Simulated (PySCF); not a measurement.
Si(H)2(Br)(Et) (C2H7BrSi), SMILES Br[SiH2]CC.

Geometry: PBE-D3(BJ)/def2-SVP. The values are those of a single conformer.

These are PBE-D3(BJ)/def2-SVP (PySCF) values and carry that method's errors.

Frequencies are harmonic and unscaled.

Computed normal modes with their intensities:
| mode | ν (cm⁻¹) | IR (km/mol) | moving atoms (share of kinetic energy) |
|---|---|---|---|
| 1 | 79 | 0.2 | C 40 %, H 33 %, Br 14 %, Si 13 % |
| 2 | 134 | 0.6 | H 49 %, C 29 %, Br 13 %, Si 9 % |
| 3 | 218 | 0.1 | H 75 %, C 20 % |
| 4 | 273 | 0.9 | H 45 %, C 36 %, Si 14 % |
| 5 | 403 | 32.2 | Si 62 %, Br 26 %, H 9 % |
| 6 | 526 | 16.4 | H 70 %, Si 22 % |
| 7 | 624 | 4.2 | H 47 %, C 36 %, Si 16 % |
| 8 | 638 | 5.2 | H 89 % |
| 9 | 714 | 25.5 | H 71 %, C 20 %, Si 9 % |
| 10 | 812 | 215.1 | H 87 %, Si 10 % |
| 11 | 910 | 88.8 | H 95 % |
| 12 | 946 | 37.9 | H 82 %, C 16 % |
| 13 | 960 | 13.8 | H 79 %, C 19 % |
| 14 | 1032 | 10.1 | C 69 %, H 31 % |
| 15 | 1201 | 4.4 | H 73 %, C 26 % |
| 16 | 1210 | 0.6 | H 66 %, C 33 % |
| 17 | 1345 | 1.8 | H 82 %, C 18 % |
| 18 | 1373 | 5.3 | H 90 %, C 10 % |
| 19 | 1424 | 5.2 | H 97 % |
| 20 | 1427 | 7.1 | H 97 % |
| 21 | 2164 | 89.6 | H 98 % |
| 22 | 2176 | 107.5 | H 96 % |
| 23 | 2963 | 9.0 | H 94 % |
| 24 | 2969 | 25.8 | H 97 % |
| 25 | 3020 | 2.0 | H 91 %, C 9 % |
| 26 | 3055 | 16.4 | H 91 %, C 9 % |
| 27 | 3061 | 12.2 | H 91 %, C 9 % |
